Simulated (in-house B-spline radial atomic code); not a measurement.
RPA and G0W0 on LDA exchange-only: In+

Configuration [Kr] 4d10 5s2, mean-field start LDA exchange-only. Computed with a B-spline radial code for spherical atoms: all electrons, scalar-relativistic (spin-free one-electron X2C), finite nucleus, each spin shell either full or empty, empty states to l = 9 with an (l + 1/2)⁻⁴ tail; G0W0 by contour deformation at full frequency.

Command:
```bash
python run_gw.py task.json out
```
Settings (radii: box in bohr, nucleus in fm):
```
Z                        49
electrons                48
configuration            [Kr] 4d10 5s2
hamiltonian              x2c
method                   lda,
lmax                     9
rms_radius               4.6156
spin_polarised           False
box_radius               23.78
intervals                70
ion_configuration        [Kr] 4d10 5s1
```

Cost of the run: 8.4 s on 1 thread of Arm Neoverse V2, on a shared host.

Energies (hartree):

```
                                     term        value
                         mean-field total  -5870.33303
Hartree-Fock functional on these orbitals  -5878.06945
                      direct second order      -4.4339
                    second-order exchange       1.2209
                         SOSEX correction       1.1141
```

(1) What is the RPA correlation energy, and what remains with SOSEX?

Quasi-particle levels (eV):

| level | occupied | mean field | Σx - vxc | Σc | QP weight | G0W0 |
| --- | --- | --- | --- | --- | --- | --- |
| 5s | yes | -14.107 | -3.40 | ? | ? | ? |
| 5p | no | -7.705 | 3.04 | -1.23 | 0.933 | -5.893 |

G0W0 = mean field + (Σx - vxc) + Σc, with Σc (partial-wave tail included) taken at the quasi-particle energy. Only the outer levels were computed. Levels of low weight are left out.

(2) Where does G0W0 put 5s?

(3) What does it cost to remove one electron (to [Kr] 4d10 5s1) by differences of total energies, each species on its own start (correlation terms add to the Hartree-Fock functional)?

## Answers

(1) RPA gives -3.8021 hartree (-2.16 eV per electron); RPA + SOSEX gives -2.688, and the second-order doubles -3.213 hartree (no singles). SOSEX takes back 29 % of the RPA value.

(2) At -19.241 eV, with Σc = -1.74 eV and a quasi-particle weight of 0.905. The tabulated removal energy is 18.870 eV (NIST, measured); the calculation leaves out spin-orbit coupling, Breit and QED terms, and what these don't explain is the method's own error.

(3) LDA exchange-only 18.053 eV, Hartree-Fock functional 16.931 eV, + RPA 19.282 eV, + RPA + SOSEX 18.733 eV, + second order 20.423 eV. Tabulated: 18.870 eV (NIST, measured); the calculation leaves out spin-orbit coupling, Breit and QED terms, and what these don't explain is the method's own error.
